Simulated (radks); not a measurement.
The nuclear charge of neutral neodymium is varied continuously with 60 electrons held in [Xe] 4f4 6s2. All-electron calculation, Dirac Kohn-Sham, LDA (Slater exchange, Perdew-Wang correlation), spin-unpolarised, spherical densities, point nucleus; open shells are shared between the two j in proportion to 2j + 1. Program: a radial shooting solver on a logarithmic mesh with Libxc functionals. By the Hellmann-Feynman theorem dE/dZ = E(electron-nucleus)/Z, the electronic potential at the nucleus.

Z,E (hartree),E(electron-nucleus)/Z (hartree),HOMO,e(HOMO) (eV),<r> HOMO (bohr)
60,-9622.9792,-392.000,4f7/2,-1.764,1.139
60.25,-9721.2771,-394.382,4f7/2,-4.845,1.073
60.5,-9820.1700,-396.761,6s1/2,-6.607,3.967
60.75,-9919.6573,-399.138,6s1/2,-8.263,3.802
61,-10019.7387,-401.514,6s1/2,-10.019,3.656

 No converged solution with all levels bound was reached at Z = 59.75.
